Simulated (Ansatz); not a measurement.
`C[S][In]([F])[F]` + `C[SeH]` → `C[Se][In]([F])[F]` + CH₃SH at 700 K and 1 bar (ligand exchange at the In–S bond).

Computed with Ansatz on PBE0-D4/def2-TZVP structures; ΔE is electronic, products minus reactants. CBS: MP2 limit from def2 TZ/QZ plus the TZ coupled-cluster correction, frozen cores. This one scheme is used for every species. def2 core potentials past Kr. For In, Se outer-core shells are correlated without core-valence functions, which leaves a few kJ/mol of doubt a bond. Scalar relativity is left out up to krypton. Each species was taken in one conformer, which may not be the lowest.

```tsv
species	CCSD(T)/CBS energy (Eh)	H − E (kJ/mol)	S (J/(mol·K))
`C[S][In]([F])[F]`	-827.12092	184.8	494.1
`C[SeH]`	-2441.15625	157.6	325.3
`C[Se][In]([F])[F]`	-2830.05920	184.1	512.9
CH₃SH	-438.22835	160.2	309.0
```

H − E and S are ideal-gas, rigid-rotor, harmonic terms from PBE0-D4/def2-TZVP, for one conformer and one mirror image of each species. 1 Eh = 2625.50 kJ/mol, R = 8.31446 J/(mol·K).

Problem. By hand: ΔE, ΔH, ΔS and ΔG.

Solution. ΔE = (-2830.05920) + (-438.22835) − (-827.12092) − (-2441.15625) = -0.01038 Eh = -27.3 kJ/mol. Δ(H − E) = 184.1 + 160.2 − 184.8 − 157.6 = 1.9, so ΔH = -25.4 kJ/mol. ΔS = 512.9 + 309.0 − 494.1 − 325.3 = 2.5 J/(mol·K). ΔG = -25.4 − 700 × (2.5)/1000 = -27.1 kJ/mol.

Problem. By hand: the equilibrium constant, and the temperature at which ΔG would vanish if ΔH and ΔS stayed fixed.

Solution. log₁₀ K = −ΔG/(RT ln 10) = 2.0. ΔH and −TΔS have one sign here, so there is no such temperature.

The number of gas molecules stays the same, so ΔS is small and ΔH decides. A doubt of 5 kJ/mol in ΔE shifts log₁₀ K by 0.4 here. Other conformers and mirror images would add mixing entropy, several J/(mol·K) or more a flexible species. Modes under 60 cm⁻¹, often nearly free rotors, make the harmonic entropy too high. These are equilibria of isolated gas molecules and say nothing of rates. Largest T1 diagnostic: 0.016 (customary marks: 0.02 for closed shells, 0.045 for open ones).

ΔS is within the doubt of such terms, so its sign, and with it that verdict, could turn.
